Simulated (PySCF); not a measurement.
1-chlorocyclopenta-1,3-diene (C5H5Cl), SMILES C1=C(Cl)CC=C1.

Geometry optimised at ωB97X-D3(BJ)/def2-SVP. One conformer was computed; it need not be the lowest.

The numbers are results of HF/def2-TZVP run with PySCF, not measurements.

Symmetry labels are those of the subgroup Cs that the program uses (full group Cs).

Problem. List the valence orbital energies around the gap with their symmetry. (Estimate from the structure and the level; the computed values follow.)

Solution. 
| orbital | symmetry | energy (eV) |
|---|---|---|
| HOMO−7 | A' | -15.63 |
| HOMO−6 | A' | -15.17 |
| HOMO−5 | A' | -14.41 |
| HOMO−4 | A' | -14.21 |
| HOMO−3 | A" | -13.47 |
| HOMO−2 | A' | -12.10 |
| HOMO−1 | A" | -11.45 |
| HOMO | A" | -8.45 |
| LUMO | A" | 2.81 |
| LUMO+1 | A' | 4.03 |
| LUMO+2 | A' | 4.67 |
| LUMO+3 | A' | 5.08 |
